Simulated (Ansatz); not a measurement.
Mulliken charges of `[NH2][Ti]([F])([F])[F]` from ωB97M-V/def2-TZVPP in Ansatz (PBE0-D4/def2-TZVP geometry).

```
atom   x (Å)   y (Å)   z (Å)  charge (e)
  N1  -0.613   0.874   0.338      -0.427
 Ti2   0.425  -0.561  -0.212       1.253
  F3   0.934  -1.422   1.226      -0.361
  F4  -0.527  -1.654  -1.212      -0.367
  F5   1.736   0.076  -1.184      -0.361
  H6  -0.732   1.729  -0.188       0.132
  H7  -1.162   0.889   1.186       0.132
```

Task: By hand: the dipole of these point charges (1 e Å = 4.8032 D).

Result: Σ q r = (-0.226, 0.362, 0.151) e Å, of length 0.453 e Å = 2.18 D.

Task: How does the dipole of the full density compare? (Best estimate.)

Result: Computed: (-0.293, 0.464, 0.194) e Å, 2.80 D; the point charges give 0.78 times that, at 0° from its direction.

Point charges leave out the atoms' own dipoles, such as those of lone pairs, and Mulliken's split depends on the basis, so the two needn't agree.
